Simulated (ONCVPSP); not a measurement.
## Transferability test, ONCV potential for Ag

```json
{
 "Element": "Ag",
 "Generator": "ONCVPSP 4.0.1",
 "Type": "optimised norm-conserving Vanderbilt (ONCV)",
 "Functional": "PW91",
 "Relativity": "scalar-relativistic",
 "Frozen core": "[Ar] 3d10",
 "Valence charge": "19",
 "Reference configuration": "4s2 4p6 4d10 5s1",
 "Partial waves": "4s+5s: rc 1.35 bohr, ncon 4, nbas 7, qcut 7.4 1/bohr, 3 projectors, debl 3.8 Ha; 4p: rc 1.05 bohr, ncon 3, nbas 6, qcut 6.5 1/bohr, 1 projector; 4d: rc 1.75 bohr, ncon 4, nbas 9, qcut 10.9 1/bohr, 1 projector",
 "Local potential": "polynomial inside 1.00 bohr (lpopt 1, dvloc0 0 Ha)",
 "Core correction": "Teter function, fcfact 2, rcfact 1.3"
}
```

Energies are relative to the spin-unpolarised reference configuration 4s2 4p6 4d10 5s1; without spin polarisation the order of configurations can differ from experiment.

| valence configuration | charge | ΔE all-electron (eV) | error AE − PS (meV) |
| --- | --- | --- | --- |
| 4s2 4p6 4d9 5s0 | +2 | 30.019 | -2.5 |
| 4s2 4p6 4d10 5s0 5p1 | 0 | 3.904 | +28 |

Problem. What are ΔE and the potential's error for 4s2 4p6 4d10 5s0?

Solution. ΔE = 7.826 eV all-electron; the error (AE − PS) is -1.6 meV.

Problem. What are ΔE and the potential's error for 4s2 4p6 4d8 5s0?

Solution. ΔE = 66.295 eV all-electron; the error (AE − PS) is +0.3 meV.

Levels in the configuration 4s2 4p6 4d9 5s0:

```tsv
level	all-electron (eV)	pseudo (eV)
4s	-117.688	-117.689
4p	-81.062	-81.056
4d	-28.973	-28.970
```
